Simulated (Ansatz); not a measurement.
This geometry of FH3O2Zn (7 atoms, charge 0, multiplicity 1) is a first-order saddle point.

Method: UHF/def2-SVP (Ansatz 0.2.0).

```xyz
7
Properties=species:S:1:pos:R:3
Zn -0.114 -0.468 0.030
F 1.163 0.829 -0.950
O -0.250 -2.226 0.320
H 0.401 1.427 -0.451
O -0.648 1.356 0.212
H 0.341 -2.835 -0.089
H -0.894 1.917 0.929
```

(1) Which two structures does it join? (They come from a converged band through this point; their orientation in space is the band's.)

(2) How far does it lie above each of them?

## Answers

(1) Bonds broken: H4–O5. Bonds formed: F2–H4. FH3O2Zn becomes FH + H2O2Zn.

Image 0:

```xyz
7
Properties=species:S:1:pos:R:3
Zn 0.413 -0.537 -0.332
F 1.529 0.536 -1.239
O -0.328 -2.016 0.369
H 0.012 1.965 -0.122
O -0.531 1.280 0.253
H 0.012 -2.869 0.161
H -1.106 1.641 0.911
```

Image 6:

```xyz
7
Properties=species:S:1:pos:R:3
Zn -0.265 -0.439 0.252
F 1.238 0.778 -1.054
O -0.253 -2.219 0.344
H 0.688 1.413 -0.638
O -0.557 1.355 0.392
H 0.353 -2.727 -0.168
H -1.204 1.839 0.873
```

(2) 0.75 eV above the first and 0.13 eV above the second. This is the barrier of this one path; another mechanism may lie lower. The orbitals stay closed-shell, which can raise the energy where a bond breaks towards radicals; this wasn't checked here.

Time of the run: 48 s on 2 threads of Intel(R) Xeon(R) 6975P-C (Granite Rapids), on a shared host, peak memory 0.24 GiB.
